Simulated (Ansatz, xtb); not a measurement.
# C4H5F2NS: which of two isomers lies lower

Structure X is `N#CCCSC(F)F`, a singlet and structure Y is `C=CC(F)(F)C(N)=S`, a singlet. Both are isolated molecules in the gas phase, relaxed with PBE-D3(BJ)/def2-SVP; the shapes shown needn't be the lowest conformers.

X (Å):

```tsv
atom	x (Å)	y (Å)	z (Å)
C	-1.6627	-1.4722	-2.1685
C	-1.2710	-0.3485	-1.3179
C	0.0404	-0.6314	-0.5589
C	-0.4778	0.6712	1.8386
F	-0.4715	-0.5791	2.3766
F	-1.7778	0.9495	1.5099
N	-1.9463	-2.3903	-2.8382
S	0.6438	0.7969	0.4102
H	-2.0855	-0.1351	-0.5966
H	-1.1579	0.5605	-1.9452
H	0.8624	-0.8667	-1.2633
H	-0.0670	-1.4948	0.1267
H	-0.1326	1.4072	2.5988
```

Y (Å):

```xyz
13

C    -1.2512    2.7906    0.2807
C    -0.0219    2.2916    0.0900
C     0.2587    1.1375   -0.8287
C     1.1147    0.0152   -0.2063
F    -0.8974    0.5666   -1.2929
F     0.9228    1.6186   -1.9627
N     1.9196   -0.5976   -1.0937
S     0.9443   -0.3894    1.3878
H    -2.1293    2.3277   -0.1944
H    -1.4156    3.6630    0.9304
H     0.8689    2.7276    0.5681
H     2.5024   -1.3754   -0.7810
H     2.0060   -0.2303   -2.0441
```

Problem. Estimate E(Y) − E(X) at the level CCSD(T)/def2-SVP + ΔMP2/def2-TZVPP.

Solution. Calculated at CCSD(T)/def2-SVP + ΔMP2/def2-TZVPP: E(Y) − E(X) = +3.4 kcal/mol, so structure X lies lower.

The same difference at several levels:

```
                             level             geometry  E(Y) − E(X) (kcal/mol)  departure from the last row (kcal/mol)  job, with rough time for the two
                          GFN2-xTB             GFN2-xTB                      −3.2                                    −6.6              optimisation, 0.37 s
                         HF/STO-3G             GFN2-xTB                     +53.4                                   +50.0              single point, 0.38 s
                r2SCAN-D4/def2-SVP             GFN2-xTB                      −6.4                                    −9.8               single point, 3.7 s
               PBE-D3(BJ)/def2-SVP  PBE-D3(BJ)/def2-SVP                      −6.2                                    −9.6                optimisation, 42 s
                       HF/def2-SVP  PBE-D3(BJ)/def2-SVP                      +2.8                                    −0.6           part of the CCSD(T) run
                      MP2/def2-SVP  PBE-D3(BJ)/def2-SVP                      +4.0                                    +0.7           part of the CCSD(T) run
                  CCSD(T)/def2-SVP  PBE-D3(BJ)/def2-SVP                      +1.9                                    −1.4                      single point
CCSD(T)/def2-SVP + ΔMP2/def2-TZVPP  PBE-D3(BJ)/def2-SVP                      +3.4                                                        single point, 83 s
```

As drawn, Y has 1 C=C, 1 C–N, 1 C=S, 2 N–H in place of 1 C≡N, 2 C–S, 2 C–H.

GFN2-xTB, r2SCAN-D4/def2-SVP, PBE-D3(BJ)/def2-SVP put the two in the other order. The largest departure from CCSD(T)/def2-SVP + ΔMP2/def2-TZVPP is that of HF/STO-3G, 50.0 kcal/mol. The last row adds to CCSD(T) the change of the MP2 difference between the two basis sets, here +1.4 kcal/mol.

With thermal terms from frequencies at re-optimised GFN2-xTB minima (ideal gas, soft modes damped towards free rotors, one conformer each, 298.15 K, 1 atm): on the last row, ΔE + ΔZPE = +2.9, ΔH = +2.9, ΔG = +3.4 kcal/mol.

The correlated steps freeze 12 core orbitals. Programs: Ansatz 0.2.0, xtb 6.7.1; the last row on 4 threads of Arm Neoverse V1 on a shared host.
